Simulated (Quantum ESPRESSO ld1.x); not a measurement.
Input file for ld1.x (Quantum ESPRESSO 7.5):

```
 &input
    zed=80.0,
    iswitch=1,
    rel=1,
    lsd=1,
    dft='PW',
    config='[Xe] 4f14 5d9',
    verbosity='high',
    prefix='ld1',
    max_out_wfc=37,
    file_charge='ld1.rho',
 /
```

It prints:

```
     Program LD1 v.7.5 starts

     --------------------------- All-electron run ----------------------------

     scalar relativistic calculation

     atomic number is 80.00
     dft =PW   lsd =1 sic =0 latt =0  beta=0.20 tr2=1.0E-14
     Exchange-correlation= PW
                           (   1   4   0   0   0   0   0)
     mesh =2125 r(mesh) = 100.48147 a.u. xmin = -8.00 dx = 0.00800
     1 Ry =  13.60569312 eV, c = 137.03599908

     n l     nl                  e(Ry)          e(Ha)          e(eV)
     1 0     1S 1( 1.00)   -6111.899145986   -3055.949572993 -83156.6241790
     2 0     2S 1( 1.00)   -1085.413914144    -542.706957072 -14767.8086273
     2 1     2P 1( 3.00)    -936.562381179    -468.281190589 -12742.5803489
     3 0     3S 1( 1.00)    -259.487360612    -129.743680306  -3530.5053978
     3 1     3P 1( 3.00)    -216.494594522    -108.247297261  -2945.5590158
     4 0     4S 1( 1.00)     -58.988265853     -29.494132927   -802.5762431
     4 1     4P 1( 3.00)     -44.890635110     -22.445317555   -610.7682054
     3 2     3D 1( 5.00)    -171.223605170     -85.611802585  -2329.6158274
     5 0     5S 1( 1.00)     -11.254369264      -5.627184632   -153.1234945
     5 1     5P 1( 3.00)      -7.434097361      -3.717048680   -101.1460473
     4 2     4D 1( 5.00)     -28.172454166     -14.086227083   -383.3057659
     4 3     4F 1( 7.00)      -9.624204859      -4.812102429   -130.9439779
     5 2     5D 1( 5.00)      -3.165762330      -1.582881165    -43.0723908
     1 0     1S 2( 1.00)   -6111.898989885   -3055.949494943 -83156.6220551
     2 0     2S 2( 1.00)   -1085.407744869    -542.703872434 -14767.7246900
     2 1     2P 2( 3.00)    -936.557142955    -468.278571478 -12742.5090792
     3 0     3S 2( 1.00)    -259.484083959    -129.742041979  -3530.4608166
     3 1     3P 2( 3.00)    -216.491136612    -108.245568306  -2945.5119686
     4 0     4S 2( 1.00)     -58.981751392     -29.490875696   -802.4876093
     4 1     4P 2( 3.00)     -44.884090061     -22.442045030   -610.6791555
     3 2     3D 2( 5.00)    -171.218761742     -85.609380871  -2329.5499292
     5 0     5S 2( 1.00)     -11.216281142      -5.608140571   -152.6052792
     5 1     5P 2( 3.00)      -7.389612586      -3.694806293   -100.5408011
     4 2     4D 2( 5.00)     -28.164772224     -14.082386112   -383.2012478
     4 3     4F 2( 7.00)      -9.614099040      -4.807049520   -130.8064812
     5 2     5D 2( 4.00)      -3.119079204      -1.559539602    -42.4372345

     final scf error:  8.0E-16 reached in  36 iterations

     Etot =  -39219.094280 Ry,  -19609.547140 Ha, -533602.961342 eV
     Total magnetization:    1.00 Bohr mag.

     Ekin =   44028.084909 Ry,   22014.042455 Ha,  599032.612071 eV
     Encl =  -97541.160138 Ry,  -48770.580069 Ha,-1327115.091693 eV
     Eh   =   15011.027892 Ry,    7505.513946 Ha,  204235.438964 eV
     Exc  =    -717.046945 Ry,    -358.523472 Ha,   -9755.920684 eV

     normalization and overlap integrals

     s(1S/1S) =  1.000000  <r> =   0.0166  <r2> =    0.0004  r(max) =   0.0102
     s(1S/2S) = -0.038463
     s(1S/3S) = -0.016868
     s(1S/4S) = -0.008362
     s(1S/5S) = -0.003779
     s(2S/2S) =  1.000000  <r> =   0.0700  <r2> =    0.0058  r(max) =   0.0590
     s(2S/3S) = -0.010870
     s(2S/4S) = -0.005134
     s(2S/5S) = -0.002297
     s(2P/2P) =  1.000000  <r> =   0.0633  <r2> =    0.0049  r(max) =   0.0491
     s(2P/3P) = -0.008483
     s(2P/4P) = -0.003796
     s(2P/5P) = -0.001567
     s(3S/3S) =  1.000000  <r> =   0.1808  <r2> =    0.0374  r(max) =   0.1670
     s(3S/4S) = -0.003749
     s(3S/5S) = -0.001619
     s(3P/3P) =  1.000000  <r> =   0.1822  <r2> =    0.0385  r(max) =   0.1670
     s(3P/4P) = -0.003141
     s(3P/5P) = -0.001253
     s(4S/4S) =  1.000000  <r> =   0.3994  <r2> =    0.1801  r(max) =   0.3746
     s(4S/5S) = -0.001143
     s(4P/4P) =  1.000000  <r> =   0.4258  <r2> =    0.2060  r(max) =   0.3961
     s(4P/5P) = -0.000898
     s(3D/3D) =  1.000000  <r> =   0.1651  <r2> =    0.0319  r(max) =   0.1356
     s(3D/4D) = -0.002295
     s(3D/5D) = -0.000706
     s(5S/5S) =  1.000000  <r> =   0.8990  <r2> =    0.9062  r(max) =   0.8269
     s(5P/5P) =  1.000000  <r> =   1.0327  <r2> =    1.2039  r(max) =   0.9249
     s(4D/4D) =  1.000000  <r> =   0.4492  <r2> =    0.2331  r(max) =   0.4025
     s(4D/5D) = -0.000555
     s(4F/4F) =  1.000000  <r> =   0.4825  <r2> =    0.2809  r(max) =   0.3657
     s(5D/5D) =  1.000000  <r> =   1.3854  <r2> =    2.2196  r(max) =   1.1479
     s(1S/1S) =  1.000000  <r> =   0.0166  <r2> =    0.0004  r(max) =   0.0102
     s(1S/2S) = -0.038463
     s(1S/3S) = -0.016868
     s(1S/4S) = -0.008362
     s(1S/5S) = -0.003784
     s(2S/2S) =  1.000000  <r> =   0.0700  <r2> =    0.0058  r(max) =   0.0590
     s(2S/3S) = -0.010871
     s(2S/4S) = -0.005134
     s(2S/5S) = -0.002300
     s(2P/2P) =  1.000000  <r> =   0.0633  <r2> =    0.0049  r(max) =   0.0491
     s(2P/3P) = -0.008483
     s(2P/4P) = -0.003796
     s(2P/5P) = -0.001569
     s(3S/3S) =  1.000000  <r> =   0.1808  <r2> =    0.0374  r(max) =   0.1670
     s(3S/4S) = -0.003749
     s(3S/5S) = -0.001621
     s(3P/3P) =  1.000000  <r> =   0.1822  <r2> =    0.0385  r(max) =   0.1670
     s(3P/4P) = -0.003141
     s(3P/5P) = -0.001255
     s(4S/4S) =  1.000000  <r> =   0.3994  <r2> =    0.1801  r(max) =   0.3746
     s(4S/5S) = -0.001144
     s(4P/4P) =  1.000000  <r> =   0.4257  <r2> =    0.2060  r(max) =   0.3961
     s(4P/5P) = -0.000899
     s(3D/3D) =  1.000000  <r> =   0.1651  <r2> =    0.0319  r(max) =   0.1356
     s(3D/4D) = -0.002296
     s(3D/5D) = -0.000706
     s(5S/5S) =  1.000000  <r> =   0.8983  <r2> =    0.9048  r(max) =   0.8269
     s(5P/5P) =  1.000000  <r> =   1.0320  <r2> =    1.2026  r(max) =   0.9249
     s(4D/4D) =  1.000000  <r> =   0.4491  <r2> =    0.2330  r(max) =   0.4025
     s(4D/5D) = -0.000555
     s(4F/4F) =  1.000000  <r> =   0.4822  <r2> =    0.2804  r(max) =   0.3657
     s(5D/5D) =  1.000000  <r> =   1.3884  <r2> =    2.2313  r(max) =   1.1479

     ------------------------ End of All-electron run ------------------------
```

Run on one thread of a shared host, so times are rough (Intel(R) Xeon(R) Processor @ 2.60GHz): 0.99 s of CPU time, 1 s wall, 36 iterations on 2125 mesh points.
